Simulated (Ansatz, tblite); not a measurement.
Cost and result up the ladder for the cluster Li6Te2 (8 atoms). The state is a singlet with charge 0. Geometry: PBE0-D4/def2-SVP.

```xyz
8

Li    2.269   -0.413   -0.716
Li   -0.887   -1.400   -0.958
Li    0.226    0.495    0.985
Li   -0.921    1.916   -1.145
Li    2.104    2.728   -0.887
Li   -1.391   -1.588    1.714
Te    1.016   -2.117    0.741
Te   -2.417    0.379    0.267
```

Ansatz on 4 threads of INTEL XEON PLATINUM 8581C on a shared host; xTB runs through tblite on one thread. Times are rough, summed over both states, and most runs start from the orbitals of an earlier one. No level here is sound enough to serve as a yardstick. The other state is a doublet.

In the def2 sets Te takes a core potential; there is no spin–orbit coupling. The xTB rows come from tblite. Correlated methods freeze 8 core orbitals; core or outer-core shells of Li, Te are correlated, in sets that lack core-valence functions. The rows differ in basis, and correlated rows in double-zeta sets carry the largest basis error. The structure comes from a short search, and lower isomers may exist.

Run but left out: HF/def2-SVP (singlet: restricted singlet, unstable towards broken spin symmetry).

Correlated methods converge slowly with the basis, most of all in double-zeta sets.

Raw xTB energies of ions are shifted by several eV.

```json
{"level": "GFN1-xTB", "functions": "42", "wall time": "0.013 s", "vertical IE (eV)": "11.55", "remarks": "–"}
{"level": "GFN2-xTB", "functions": "42", "wall time": "0.044 s", "vertical IE (eV)": "8.55", "remarks": "–"}
{"level": "PBE-D4/def2-TZVP", "functions": "184", "wall time": "3.9 s", "vertical IE (eV)": "5.74", "remarks": "restricted SCF unstable in HF (singlet)"}
{"level": "PBE0-D4/def2-TZVP", "functions": "184", "wall time": "6.4 s", "vertical IE (eV)": "5.80", "remarks": "restricted SCF unstable in HF (singlet)"}
{"level": "r2SCAN-D4/def2-TZVP", "functions": "184", "wall time": "6.7 s", "vertical IE (eV)": "5.62", "remarks": "restricted SCF unstable in HF (singlet)"}
{"level": "CCSD(T)/def2-SVP", "functions": "106", "wall time": "35 s", "vertical IE (eV)": "5.67", "remarks": "restricted SCF unstable (singlet)"}
```
